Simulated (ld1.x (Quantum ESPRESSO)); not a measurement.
# LDA (PZ) TM semilocal dataset for Br (Z = 35), scalar-relativistic all-electron reference.

bromine, norm-conserving Troullier–Martins (semilocal form), made with ld1.x (Quantum ESPRESSO) 7.5 (LDA (PZ), scalar-relativistic). Core [Ar] 3d10, reference 4s2 4p4.5 (charge +0.5). Waves: 4s (bound): rc 1.25 bohr; 4d channel at 0.1 Ry: rc 1.00 bohr; 4p (bound): rc 1.20 bohr. Local part: the p channel. Core correction: a·sin(br)/r model core inside 0.50 bohr.

Question: Does the generator finish with these settings?

Answer: Yes, a potential is produced and its reference levels are reproduced.

Question: Estimate the cutoffs (Ry, on a coarse ladder) from which the occupation-weighted sum of valence levels, in a spherical-Bessel basis at the reference potential, stays within 10 and 1 mRy of its value at 400 Ry.

Answer: 80 Ry and 180 Ry.

Question: Tests: 4s2 4p5; 4s2 4p4; 4s2 4p3; 4s2 4p1; 4s1 4p5; 4s2 4p5.3; 4s2 4p2. Which has the largest error in its energy relative to the reference configuration, and how large is it?

Answer: 4s2 4p1, with -46 meV (all-electron minus pseudo) on +111.07 eV.
